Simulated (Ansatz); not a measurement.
Ansatz (an electronic-structure program) input (B3LYP/6-31G*):

Ansatz 0.2 input:
```yaml
crystal:
  periodic: [false, false, false]
  atoms:
    - {symbol: C, position_ang: [1.76130200, 0.32698000, 0.19129600]}
    - {symbol: Si, position_ang: [-0.05238600, -0.03123000, -0.00133700]}
    - {symbol: O, position_ang: [-0.04888800, -1.45611900, -0.86244400]}
    - {symbol: O, position_ang: [-0.94053500, 1.07772200, -0.83262700]}
    - {symbol: O, position_ang: [-0.71583400, -0.10535100, 1.48998000]}
    - {symbol: H, position_ang: [1.85618800, 1.29032500, 0.69954800]}
    - {symbol: H, position_ang: [2.26851200, 0.38428600, -0.77117200]}
    - {symbol: H, position_ang: [2.24880600, -0.43329600, 0.80150300]}
    - {symbol: H, position_ang: [-0.90816100, 1.04010400, -1.79223400]}
    - {symbol: H, position_ang: [-1.65770700, 0.06390800, 1.57402700]}
basis:
  gaussian:
    orbitals: 6-31G*
hamiltonian:
  xc: {name: B3LYP}
magnetization: {spin_polarized: true, initial_magnetization: 1}
relax: {f_tol: 0.003, max_steps: 120}
```

From the output:

```
mean field: 0.54 GiB planned
mean field evaluation 96: about -15138.7255 eV, gradient 1.1e-5 eV
mean field -15138.72546528 eV, -556.3378994523 hartree, gradient 1.1e-5 eV, S^2 0.752791; 0 other end points of the search recorded, 0 dependent functions left out
the calculation of the forces begins
reference -15138.72568172 eV, -556.3379074063 hartree; 25, 24 occupied and 64, 65 virtual orbitals, 915 factors
relax step   7: F+E_penalty+E_count = -15138.72546528 eV  Δ(F+E_penalty+E_count) = -4.199e-5 eV  max|allowed force component| = 8.520e-3 eV/Å  Δτ_max = 0.0044 Å  (50 SCF iters, accepted)
these checks for a lower state are left out or cut short: starts, cluster_reference, orbital_swaps, neighbouring_geometries, increment
integrals: 0.04 GiB planned
915 factors; integrals over basis functions are off by at most 4.0e-4 eV
mean field: 0.54 GiB planned
mean field -15138.72550997 eV, -556.3379010946 hartree, gradient 4.1e-6 eV, S^2 0.752785; 0 other end points of the search recorded, 0 dependent functions left out
the calculation of the forces begins
reference -15138.72572643 eV, -556.3379090496 hartree; 25, 24 occupied and 64, 65 virtual orbitals, 915 factors
relax step   8: F+E_penalty+E_count = -15138.72550997 eV  Δ(F+E_penalty+E_count) = -4.469e-5 eV  max|allowed force component| = 7.126e-3 eV/Å  Δτ_max = 0.0106 Å  (53 SCF iters, accepted)
these checks for a lower state are left out or cut short: starts, cluster_reference, orbital_swaps, neighbouring_geometries, increment
integrals: 0.04 GiB planned
915 factors; integrals over basis functions are off by at most 4.0e-4 eV
mean field: 0.54 GiB planned
mean field -15138.72551156 eV, -556.3379011532 hartree, gradient 6.2e-6 eV, S^2 0.752787; 0 other end points of the search recorded, 0 dependent functions left out
the calculation of the forces begins
reference -15138.72572802 eV, -556.3379091080 hartree; 25, 24 occupied and 64, 65 virtual orbitals, 915 factors
relax step   9: F+E_penalty+E_count = -15138.72551156 eV  Δ(F+E_penalty+E_count) = -1.594e-6 eV  max|allowed force component| = 6.283e-3 eV/Å  Δτ_max = 0.0025 Å  (47 SCF iters, accepted)
these checks for a lower state are left out or cut short: starts, cluster_reference, orbital_swaps, neighbouring_geometries, increment
integrals: 0.04 GiB planned
915 factors; integrals over basis functions are off by at most 4.0e-4 eV
mean field: 0.54 GiB planned
mean field evaluation 128: about -15138.7255 eV, gradient 2.0e-5 eV
mean field -15138.72551632 eV, -556.3379013280 hartree, gradient 2.4e-7 eV, S^2 0.752786; 0 other end points of the search recorded, 0 dependent functions left out
the calculation of the forces begins
reference -15138.72573277 eV, -556.3379092824 hartree; 25, 24 occupied and 64, 65 virtual orbitals, 915 factors
relax step  10: F+E_penalty+E_count = -15138.72551632 eV  Δ(F+E_penalty+E_count) = -4.757e-6 eV  max|allowed force component| = 1.471e-3 eV/Å  Δτ_max = 0.0030 Å  (78 SCF iters, accepted)
integrals: 0.04 GiB planned
915 factors; integrals over basis functions are off by at most 4.0e-4 eV
mean field: 0.54 GiB planned
mean field evaluation 160: about -15138.7255 eV, gradient 3.0e-4 eV
mean field -15138.72551632 eV, -556.3379013280 hartree, gradient 2.4e-7 eV, S^2 0.752786; 3 other end points of the search recorded, 0 dependent functions left out
the calculation of the forces begins
reference -15138.72573277 eV, -556.3379092824 hartree; 25, 24 occupied and 64, 65 virtual orbitals, 915 factors
Total energy: -15138.72573277 eV, -556.3379092824 hartree
Atom 0 at     1.773285     0.332314     0.196863 Å, force     0.000282    -0.000308    -0.000525 eV/Å
Atom 1 at    -0.051890    -0.017242     0.001303 Å, force     0.001471    -0.000838    -0.000061 eV/Å
Atom 2 at    -0.080227    -1.447150    -0.879945 Å, force    -0.000956    -0.000358     0.000370 eV/Å
Atom 3 at    -0.955366     1.096987    -0.838948 Å, force    -0.000855     0.000765     0.000771 eV/Å
Atom 4 at    -0.709316    -0.085976     1.511846 Å, force     0.000321     0.000283    -0.001134 eV/Å
Atom 5 at     1.887653     1.293602     0.711923 Å, force    -0.000314     0.000395     0.000704 eV/Å
Atom 6 at     2.288276     0.386713    -0.766490 Å, force    -0.000010     0.000055    -0.000392 eV/Å
Atom 7 at     2.254966    -0.439117     0.805461 Å, force     0.000268     0.000197     0.000556 eV/Å
Atom 8 at    -0.927719     1.002638    -1.801784 Å, force     0.000235    -0.000066    -0.000390 eV/Å
Atom 9 at    -1.668365     0.034560     1.556310 Å, force    -0.000442    -0.000124     0.000102 eV/Å
Dipole moment:    -0.014688     0.254011    -0.177214 e Å
```

The geometry given is a B3LYP-D3(BJ)/def2-TZVP minimum.
